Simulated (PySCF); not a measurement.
Compound: C5H12F2N2Si.
Numbering: `[CH3:1][N:2]1[CH2:3][CH2:4][Si@:5]1([NH2:6])[CH2:7][CH:8]([F:9])[F:10]`

Geometry (GFN2-xTB, Å), atoms numbered from 1 in this order:
```
atom  x, y, z in Å
C1    -1.5646    1.2752    1.1292
N2    -1.0748    0.0955    0.4746
C3    -1.8347   -1.1456    0.5069
C4    -0.9017   -1.9701   -0.3834
Si5    0.1504   -0.4013   -0.6341
N6     0.2815    0.1477   -2.2576
C7     1.9339   -0.3044    0.0333
C8     2.2517    1.1001    0.4508
F9     2.0550    1.9831   -0.5686
F10    3.5622    1.2451    0.7936
H11   -2.5539    1.5540    0.7477
H12   -1.6512    1.1127    2.2095
H13   -0.8809    2.1013    0.9476
H14   -2.8372   -1.0168    0.0838
H15   -1.9353   -1.5323    1.5255
H16   -1.3857   -2.3474   -1.2756
H17   -0.4454   -2.8050    0.1351
H18    0.9601    0.8476   -2.5089
H19   -0.5181    0.1797   -2.8683
H20    2.6399   -0.6010   -0.7389
H21    2.0854   -0.9492    0.8943
H22    1.6530    1.4508    1.3026
```

NICS is the negative of the GIAO shielding at a point without a nucleus: at the ring centre (0) and 1 Å above and below it (1); zz is the component along the ring normal. Level: GIAO PBE0/pcSseg-1 (PySCF, non-relativistic, gas phase) on the GFN2-xTB geometry, one conformer.

Ring bond lengths (Å), with Mayer bond orders in brackets: N2–C3 1.456 (0.96), C3–C4 1.531 (1.01), C4–Si5 1.905 (0.87), Si5–N2 1.725 (0.98).

Problem. Give the NICS values of each ring in ppm.

Solution. 
```tsv
ring	type	NICS(0)	NICS(1), two faces	NICS(1)zz, two faces	rms pucker (Å)	centre to ring atoms, mean (Å)
N2–C3–C4–Si5	4-membered ring with N and Si; formal bonds all single	-6.8	-1.8 / -2.4	0.4 / 0.0	0.03	1.17
```

Problem. What can be read from them?

Solution. 
- N2–C3–C4–Si5: mean NICS(1)zz 0.2 ppm, near zero. C3, C4, Si5 have four or more neighbours, so the value isn't read as a sign of a π ring current.

Problem. At the first NICS(1) probe listed for ring N2–C3–C4–Si5, 1 Å off the ring, what do the in-plane components average?

Solution. The isotropic value is a third of the trace: (3 × -1.8 − (0.4))/2 = -2.9 ppm.

Problem. How shielded are the nuclei of the rings and their hydrogens (means over atoms taken as equivalent)?

Solution. 
```tsv
atoms	environment	σ isotropic (ppm)
N2	silicon-bound nitrogen	199.2
C3	sp3 carbon bound to nitrogen	137.6
C4	sp3 carbon bound to silicon	170.4
Si5	four-coordinate silicon	363.2
H14	methylene hydrogen	28.68
H15	methylene hydrogen	28.57
H16	methylene hydrogen	30.45
H17	methylene hydrogen	30.26
```
